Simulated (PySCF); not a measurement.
A ladder for the ionisation energy of Ni

Ni [Ar] 3d8 4s2 (3F) → Ni⁺ [Ar] 3d9 (2D). Scalar values calculated with PySCF 2.14 in x2c-TZVPPall (spin-free X2C; valence and next inner shell: [Ne] frozen; valence: [Ar] frozen). The spin-orbit shift comes from two-component X2C-1e calculations (generalised Hartree-Fock, GHF, and MP2 on its spinors, GMP2) in x2c-QZVPPall-2c: GMP2 gives 6.579 eV without and 6.629 eV with screened spin-orbit coupling, a shift of 0.050 eV (GHF: 0.049 eV). Sums use unrounded values; where a UHF row is shifted, it takes the GHF shift.

```json
{"method": "UHF", "scalar (eV)": "8.223"}
{"method": "MP2 (valence and next inner shell)", "scalar (eV)": "6.449"}
{"method": "SCS-MP2 (valence and next inner shell)", "scalar (eV)": "6.772"}
{"method": "CCSD (valence and next inner shell)", "scalar (eV)": "7.640"}
{"method": "CCSD(T) (valence and next inner shell)", "scalar (eV)": "7.650"}
{"method": "MP2 (valence)", "scalar (eV)": "6.924"}
{"method": "SCS-MP2 (valence)", "scalar (eV)": "7.136"}
{"method": "CCSD (valence)", "scalar (eV)": "7.776"}
{"method": "CCSD(T) (valence)", "scalar (eV)": "7.751"}
{"method": "LDA", "scalar (eV)": "7.621"}
{"method": "PBE", "scalar (eV)": "7.707"}
{"method": "PBE0", "scalar (eV)": "7.800"}
{"method": "MN15", "scalar (eV)": "6.705"}
{"method": "B2PLYP", "scalar (eV)": "7.703"}
{"method": "BP86", "scalar (eV)": "7.868"}
{"method": "HSE06", "scalar (eV)": "7.897"}
```

(1) Form a composite estimate from CCSD(T) (valence and next inner shell) and the spin-orbit shift, and compare it with the reference, 7.640 eV (measured; NIST Atomic Spectra Database, ionization energies).

The errors of the correlated levels include the incompleteness of the basis and the frozen core, so a lower level can come closer by cancellation.

Answers

(1) 7.650 + (0.050) = 7.701 eV, an error of 0.061 eV.
